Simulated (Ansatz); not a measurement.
Species: C$_{2}$H$_{7}$B, SMILES `BCC` (H–B–C–C torsion 3°) (charge 0, multiplicity 1), formula C$_{2}$H$_{7}$B.

Task: How many basis functions does frozen-core CCSD(T)/def2-TZVPP // B3LYP-D3(BJ)/def2-TZVP (Ansatz, an electronic-structure program) use, how many core orbitals are frozen, and how many electrons are correlated?

Result: 191 basis functions and 3 frozen orbitals, which leaves 18 correlated electrons. Core time is of the order of seconds.
